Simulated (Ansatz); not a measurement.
Computed with Ansatz on PBE0-D4/def2-TZVP structures; ΔE is electronic, products minus reactants. CCSD(T)/CBS is the MP2 limit (def2-TZVPP, def2-QZVPP) plus CCSD(T) − MP2 in def2-TZVPP, frozen cores. This one scheme is used for every species. DFT in def2-TZVPP. B3LYP here is the variant with VWN-RPA as its local correlation; programs differ in this. def2 core potentials past Kr. For Sn outer-core shells are correlated without core-valence functions, which leaves a few kJ/mol of doubt a bond. One conformer a species, not always the lowest.

Consider the ligand exchange at the Sn–O bond: `C[S][Sn][OH]` + CH₃OH → `C[O][Sn][S]C` + H₂O.

```tsv
level	ΔE (kJ/mol)	difference from CCSD(T)/CBS
PBE0-D4	9.5	4.1
BHLYP-D4	7.6	2.2
B3LYP	15.5	10.1
r2SCAN0	12.4	7.0
BHLYP	15.0	9.6
CAM-B3LYP	15.1	9.7
HF/def2-SVP	13.9	8.5
MP2/def2-SVP	8.2	2.8
HF/def2-TZVPP	17.1	11.7
HF/CBS(def2)	16.4	11.0
CCSD(T)/CBS	5.4	0
```

Largest T1 diagnostic among the species: 0.016.

The D4 term adds −8.5 kJ/mol with B3LYP and −5.0 kJ/mol with PBE0; it sums over pairs of atoms, weighted by their polarisabilities, and B3LYP, whose exchange is more repulsive, gets the larger term. In def2-TZVPP, CCSD(T) changes the Hartree–Fock value by −9.3 kJ/mol (the triples alone add −1.9 kJ/mol) and MP2 by −10.9 kJ/mol.
